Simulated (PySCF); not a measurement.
SiHEt3, C6H16Si.
Bonds: Si1–C3, Si1–C10, Si1–C17, C3–C4, C10–C11, C17–C18. Hydrogens: H2 on Si1; H5, H6 on C3; H7, H8, H9 on C4; H12, H13 on C10; H14, H15, H16 on C11; H19, H20 on C17; H21, H22, H23 on C18.

Lines to be assigned: C 1s: 289.81 (area 3), 290.47 (area 3) eV; Si 1s: 1845.40 eV; Si 2p3/2: 105.64 eV.

Computed, not measured: PySCF 2.14.0, delta-SCF UKS SCAN, pcX-2 on the ionised atom, pcseg-1 elsewhere, spin-free X2C. One conformer (not necessarily the lowest) at the PBE0-D3(BJ)/def2-SVP geometry, without solvent, vibrations or thermal averaging.

Question: Which carbon gives which C 1s line?

Answer: 289.81 eV: C3/C10/C17 (carbon bonded to C, Si and 2 H); 290.47 eV: C4/C11/C18 (carbon bonded to C and 3 H). The listed C 1s values span 0.66 eV, from C3/C10/C17 (bonded to C, 2 H and Si) to C4/C11/C18 (bonded to C and 3 H).

Bonded neighbours of each site: Si1: 3 C and H; C3/C10/C17: C, 2 H and Si; C4/C11/C18: C and 3 H.

Question: Which photon wavelength matches the Si 1s of Si1 threshold?

Answer: λ = hc/E = 12398.42 eV Å / 1845.40 eV = 6.719 Å.

Atoms equivalent by their bonding share one computed value, that of the first of them. For 2p shells one spin-free hole was relaxed; a mean-field spin–orbit operator and the ground-state splitting of the three 2p orbitals were then diagonalised within the shell. The shell's mean is (2 × 2p3/2 + 2p1/2)/3, and the degeneracies 2j + 1 give areas of 2:1. 2p1/2 minus 2p3/2 (ligand field included): Si 0.62 eV.

On 2 threads, Intel Xeon 6975P-C (x86_64), shared host with 192 logical CPUs at a one-minute load of 99, this took 32 s wall, 84 s CPU and 0.87 GiB of memory at its peak.
